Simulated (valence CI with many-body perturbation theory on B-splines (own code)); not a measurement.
# Questions on Tm XX

Method: valence CI with perturbative core correlation (CI+MBPT): four valence electrons over a frozen Dirac-Fock core [Kr] 4d10, radial functions for each j: 7 s, 7 p, 7 d, 7 f, 4 g, 2 h, with the one-electron correlation potential Σ1 (screened to all orders), the two-electron term Σ2, the three-electron term Σ3, Breit, model QED; selected single and double excitations, second order for the rest, scaled by the run's own slope (own B-spline code, finite nucleus).

No measured spectrum was set against this ion. As an estimate, terms of the open shell hold to a few per cent of their energy, and close levels can change places.

Names give the largest LS component (configuration and term), which can be under half, so a name can repeat, a term be missing and a line seem to break the LS rules; names also repeat where a configuration has a term twice.

Rates and lifetimes use the calculated energies. Strong lines usually hold to 10 to 20 %, long lifetimes can be off by a factor of two.

Q: What is the ground level?

A: 4f4 5I_4, composition 90 % 4f4 5I + 9 % 4f4 3H, g = 0.619.

Q: Name the longest-lived excited levels whose lifetime is computed, and their main decay.

A: 4f4 5F_1 at 29948 cm⁻¹ lives 308 s, mostly by M1 to 4f4 5F_2; 4f4 5F_2 at 29599 cm⁻¹ lives 208 s, mostly by E2 to 4f4 5I_4; 4f4 5S_2 at 36795 cm⁻¹ lives 324 ms, mostly by M1 to 4f4 5F_2.

Q: What is the ionisation energy?

A: 484.54 eV; NIST lists 496 ± 25 eV (theoretical).

Q: How well does LS coupling describe the low levels?

A: Among the lowest 20 levels the leading LS term, summed over configurations, holds 69 % on average. For single configurations the figures are 68 % in LS and 61 % in jj coupling. Terms mix most in the J = 8 level at 46963 cm⁻¹, where the leading one holds 24 %.

Q: How is the term 5I of the ground level split?

A: J = 4 at 0, J = 5 at 7110, J = 6 at 13953, J = 7 at 20304, J = 8 at 26185 cm⁻¹.

Q: Where does the other parity begin?

A: At 4f3 5s 5I°_4, 321080 cm⁻¹.
